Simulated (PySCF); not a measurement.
HCl₃Si (SMILES Cl[SiH](Cl)Cl), singlet, geometry from GFN2-xTB. Base run: TPSS/pcseg-1 (PySCF).

Geometry (Å):
```xyz
5

Si     0.0286    -0.0163     0.4911
Cl    -1.2416    -1.4368    -0.1488
Cl    -0.6401     1.7923    -0.0769
Cl     1.8514    -0.3383    -0.2928
H      0.1130    -0.0643     1.9384
```
Charge 0, spin multiplicity 1.
All else is at PySCF's defaults.

Variants of this job, named by their change:

```csv
change,E (Eh),HOMO (eV),HOMO-LUMO gap (eV),dipole (D),core-seconds (rough)
base,-1670.85482,-8.27,7.54,1.00,7
functional = bp86,-1670.93790,-8.23,7.17,1.00,4
functional = wb97m_v,-1670.67201,-11.80,13.83,1.08,100
functional = hf,-1668.04218,-12.89,16.37,1.27,2
functional = b3lyp5,-1670.58624,-9.15,9.02,1.05,4
functional = tpssh,-1670.82839,-8.83,8.47,1.04,6
functional = hse06,-1670.26465,-9.16,8.79,1.08,20
functional = camb3lyp,-1670.82709,-10.89,12.04,1.12,10
functional = o3lyp,-1670.74664,-8.74,8.35,1.01,5
functional = m06,-1670.70300,-9.51,9.45,1.08,6
functional = wb97x,-1670.76159,-12.00,14.21,1.16,10
functional = pw6b95,-1672.09885,-9.62,9.69,1.05,6
functional = pbe,-1670.06736,-8.13,7.17,0.97,5
```

Total energies compare only within one method and basis.
